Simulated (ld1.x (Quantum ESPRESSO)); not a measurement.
Cr (Z = 24): excitation energies, all-electron against RRKJ

```json
{
  "Element": "Cr (Z = 24)",
  "Generator": "ld1.x (Quantum ESPRESSO) 7.5",
  "Type": "norm-conserving RRKJ (Kleinman–Bylander form)",
  "Functional": "revPBE",
  "Relativity": "fully relativistic",
  "Frozen core": "[Ne]",
  "Valence charge": "14",
  "Reference configuration": "3s2 3p6 3d5 4s1 4p0",
  "Partial waves": "3p (bound): rc 1.20 bohr; 3d (bound): rc 1.10 bohr; 3s (bound): rc 1.40 bohr",
  "Local potential": "the s channel",
  "Core correction": "none"
}
```

Open shells are filled in proportion to 2j + 1 (rel_dist='average').

Occupied shells without a wave of their own: 4s. They enter only through the test configuration that unscreens the potential.

Energies are relative to the spin-unpolarised reference configuration 3s2 3p6 3d5 4s1 4p0; without spin polarisation the order of configurations can differ from experiment. The frozen-core shift is the all-electron ΔE with the core orbitals held at their reference shape minus the fully relaxed ΔE.

**Question.** Give the all-electron excitation energy and the error of the potential for: 3s2 3p6 3d5 4s0 4p0; 3s2 3p6 3d4 4s0 4p0; 3s2 3p6 3d3 4s0 4p0; 3s2 3p6 3d5.5 4s0.5 4p0; 3s2 3p6 3d2 4s0 4p0; 3s2 3p6 3d4 4s2 4p0; 3s2 3p6 3d6 4s0 4p0.

**Answer.**

| valence configuration | charge | ΔE all-electron (eV) | error AE − PS (meV) | frozen-core shift (meV) |
| --- | --- | --- | --- | --- |
| 3s2 3p6 3d5 4s0 4p0 | +1 | 6.787 | -680 | +0.1 |
| 3s2 3p6 3d4 4s0 4p0 | +2 | 22.725 | -1101 | 0.0 |
| 3s2 3p6 3d3 4s0 4p0 | +3 | 53.371 | -1577 | +0.4 |
| 3s2 3p6 3d5.5 4s0.5 4p0 | 0 | 0.719 | -227 | 0.0 |
| 3s2 3p6 3d2 4s0 4p0 | +4 | 101.641 | -2004 | +1.6 |
| 3s2 3p6 3d4 4s2 4p0 | 0 | -0.095 | +671 | +0.2 |
| 3s2 3p6 3d6 4s0 4p0 | 0 | 1.713 | -422 | +0.1 |

The 4s level has no wave, so the channel is fitted at the deeper level alone: the likely source of the large errors.

The potential misses its own reference levels by up to 0.5 eV.
